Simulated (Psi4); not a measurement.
Level of theory: Psi4 with SAPT0/jun-cc-pVDZ, frozen core.

Psi4 input:

```
molecule {
0 1
C 0.00000007 -0.00000099 0.00000077
H 0.38553483 -0.77249908 0.66396173
H 0.81656504 0.40979539 -0.59289690
H -0.45321488 0.79420876 0.59166429
H -0.74888506 -0.43150409 -0.66272988
--
0 1
C -2.59449442 -1.08201249 2.50600229
O -3.49330067 -1.55272860 3.50048880
H -3.04561348 -0.30998795 1.87278622
H -2.22357190 -1.89139094 1.86740956
H -1.74691552 -0.64318106 3.03041265
H -4.25582873 -1.94677514 3.06582229
units angstrom
symmetry c1
no_reorient
no_com
}
set basis jun-cc-pvdz
set scf_type df
set freeze_core true
energy('sapt0')
```

Part of the output:

```
    SAPT Results
  --------------------------------------------------------------------------------------------------------
    Electrostatics                 -0.24842372 [mEh]      -0.15588824 [kcal/mol]      -0.65223638 [kJ/mol]
      Elst10,r                     -0.24842372 [mEh]      -0.15588824 [kcal/mol]      -0.65223638 [kJ/mol]

    Exchange                        0.61789323 [mEh]       0.38773386 [kcal/mol]       1.62227845 [kJ/mol]
      Exch10                        0.61789323 [mEh]       0.38773386 [kcal/mol]       1.62227845 [kJ/mol]
      Exch10(S^2)                   0.61778995 [mEh]       0.38766905 [kcal/mol]       1.62200729 [kJ/mol]

    Induction                      -0.04625854 [mEh]      -0.02902767 [kcal/mol]      -0.12145178 [kJ/mol]
      Ind20,r                      -0.08346432 [mEh]      -0.05237465 [kcal/mol]      -0.21913555 [kJ/mol]
      Exch-Ind20,r                  0.06815596 [mEh]       0.04276851 [kcal/mol]       0.17894344 [kJ/mol]
      delta HF,r (2)               -0.03095017 [mEh]      -0.01942153 [kcal/mol]      -0.08125967 [kJ/mol]

    Dispersion                     -0.80824972 [mEh]      -0.50718436 [kcal/mol]      -2.12205934 [kJ/mol]
      Disp20                       -0.84846027 [mEh]      -0.53241686 [kcal/mol]      -2.22763214 [kJ/mol]
      Exch-Disp20                   0.04021056 [mEh]       0.02523250 [kcal/mol]       0.10557280 [kJ/mol]
      Disp20 (SS)                  -0.42423014 [mEh]      -0.26620843 [kcal/mol]      -1.11381607 [kJ/mol]
      Disp20 (OS)                  -0.42423014 [mEh]      -0.26620843 [kcal/mol]      -1.11381607 [kJ/mol]
      Exch-Disp20 (SS)              0.02314255 [mEh]       0.01452217 [kcal/mol]       0.06076075 [kJ/mol]
      Exch-Disp20 (OS)              0.01706801 [mEh]       0.01071034 [kcal/mol]       0.04481204 [kJ/mol]

  Total HF                          0.32321097 [mEh]       0.20281795 [kcal/mol]       0.84859030 [kJ/mol]
  Total SAPT0                      -0.48503874 [mEh]      -0.30436641 [kcal/mol]      -1.27346905 [kJ/mol]
```
